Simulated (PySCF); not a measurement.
# Trend along group 14: MB molecules

PBE0 with double-zeta basis sets in PySCF, for the lowest determinant that a PBE0 search found; no spin–orbit coupling. De refers to high-spin ground-configuration atoms. A positive dipole means M(−)B(+).

| M | basis | state (unpaired electrons) | Re (Å) | ωe (cm⁻¹) | De (eV) | μ (D) |
| --- | --- | --- | --- | --- | --- | --- |
| C | cc-pVDZ | quartet (σ ↑, π ↑↑) | 1.492 | 1198 | 4.64 | 1.31 |
| Si | cc-pV(D+d)Z/cc-pVDZ | quartet (σ ↑, π ↑↑) | 1.914 | 770 | 3.51 | -0.47 |
| Ge | x2c-SVPall | quartet (σ ↑, π ↑↑) | 1.973 | 665 | 3.31 | -0.80 |
| Sn | def2-SVP | quartet (σ ↑, π ↑↑) | 2.179 | 568 | 2.80 | -1.41 |
| Pb | def2-SVP | quartet (σ ↑, π ↑↑) | 2.254 | 519 | 2.59 | -1.91 |

The shortest bond is that of BC (1.492 Å), the longest that of BPb (2.254 Å).

The rows differ in basis set, which adds steps of its own.

Down a group the atoms grow and get heavier, so bonds lengthen and wavenumbers fall; this series shows no clear exception.

These are scalar-relativistic numbers at best; spin–orbit coupling would shift them, the dissociation energy most. States were picked by a PBE0 search and need not be the measured ground states.
